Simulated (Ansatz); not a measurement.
Relaxation of AuF2⁻ with RKS PBE-D4/def2-TZVPD.

```sh
$ ansatz run in.yaml --threads 4 --pin off --events-out ev --progress --plain --max-ram 3916MiB
```

```yaml
crystal:
  periodic: [false, false, false]
  atoms:
    - {symbol: Au, position_ang: [-0.000200, 0.000070, 0.000310]}
    - {symbol: F, position_ang: [-1.161370, 1.171040, 1.063600]}
    - {symbol: F, position_ang: [1.161570, -1.171110, -1.063910]}
basis:
  gaussian: {orbitals: def2-TZVPD}
total_charge: -1
hamiltonian: {xc: pbe, dispersion: d4}
scf: {lower_state_search: "off"}
output: {orbitals: {seedname: orbitals}}
relax: {f_tol: 0.02, max_steps: 100}
```

Run time 1.5 s (4 threads of Arm Neoverse V2 on a shared host).

Positions (Å) and forces (eV/Å) at steps 1, 2, 3 of 3:

```xyz
3
step=1 energy=-9128.9376 eV
Au    0.000    0.000    0.000    0.011   -0.010   -0.010
F    -1.161    1.171    1.064   -0.350    0.353    0.321
F     1.162   -1.171   -1.064    0.339   -0.342   -0.310
3
step=2 energy=-9128.9551 eV
Au    0.000    0.000    0.000    0.003   -0.003   -0.003
F    -1.176    1.186    1.077   -0.084    0.085    0.077
F     1.176   -1.186   -1.077    0.081   -0.082   -0.075
3
step=3 energy=-9128.9562 eV
Au    0.000    0.000    0.000    0.000    0.000    0.000
F    -1.181    1.191    1.081   -0.004    0.004    0.004
F     1.181   -1.191   -1.081    0.004   -0.004   -0.003
```

In the def2 sets Au takes a core potential; there is no spin–orbit coupling. The relaxation made no stability test and no search for a lower SCF solution. The structure comes from a short search, and lower isomers may exist.
